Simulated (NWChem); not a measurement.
**A calculation on 1,1,1-trifluoroethane (C₂H₃F₃)**

```
C
F 1 1.3456
F 1 1.3456 2 107.27
F 1 1.3456 2 107.27 3 114.98
C 1 1.5057 2 111.59 3 -122.51
H 5 1.0984 1 109.48 2 180.00
H 5 1.0984 6 109.46 1 120.02
H 5 1.0984 6 109.46 7 119.97
```
Charge 0, spin multiplicity 1.

All runs are NWChem calculations. Structure: optimised with B3LYP/def2-SVP, a minimum by its harmonic frequencies.

The stability of the SCF solutions was not checked.

Worked example. At PBE0/def2-TZVP the molecule has a total energy of -377.35603 Ha and the free atoms (multiplicities C 3, F 2, H 2) F -99.67618, H -0.50104, C -37.80537 Ha. The electronic atomisation energy is the atoms' sum less the molecule's energy.

2·(-37.80537) + 3·(-99.67618) + 3·(-0.50104) = -376.14240 Ha for the atoms; less the molecule's energy this leaves 1.21363 Ha, or 761.6 kcal/mol (3186 kJ/mol), without zero-point, thermal or spin-orbit terms.
